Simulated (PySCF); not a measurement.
Computed vibrations of Tl2O2F2

Tl2O2F2 (singlet). PySCF 2.14.0, RKS PBE0, Tl def2-SVP with ECP60, O def2-SVP, F def2-SVP; non-relativistic Hamiltonian with scalar-relativistic core potentials where named; density fitting; no spin-orbit coupling. Central differences of gradients.

```xyz
6

Tl    0.0000    0.0000    1.5454
Tl    0.0000    0.0000   -1.5454
O     1.4383    0.0000    0.0000
O    -1.4383    0.0000    0.0000
F     0.0000    0.0000    3.5499
F     0.0000    0.0000   -3.5499
```

Run from Python with OMP_NUM_THREADS=2. Where DIIS fails, smearing, a level shift and second-order steps follow.
It took 61 s on 2 threads of Arm Neoverse V1, on a shared host.

What are the harmonic wavenumbers and infrared intensities?

Modes are labelled in D2h; negative numbers are unstable modes, those under 60 cm⁻¹ near the noise; a finer grid moves soft modes by up to 10 cm⁻¹.
```
cm⁻¹  km/mol  symmetry
 -51       –       b3g
  62     4.7       b3u
  85    21.4       b2u
  96     0.0       b2g
 153     0.0        ag
 207    45.8       b3u
 431     0.0       b3g
 490    90.9       b2u
 523    34.7       b1u
 528     0.0        ag
 584   219.3       b1u
 603     0.0        ag
```

Is this a minimum?

Probably not: 1 unstable, though so soft as to be near the noise; the lowest moves the atoms so:
```
Tl   0.15  0.00  0.00
Tl  -0.15  0.00  0.00
O    0.00  0.00  0.04
O    0.00  0.00 -0.04
F   -0.69  0.00  0.00
F    0.69  0.00  0.00
```
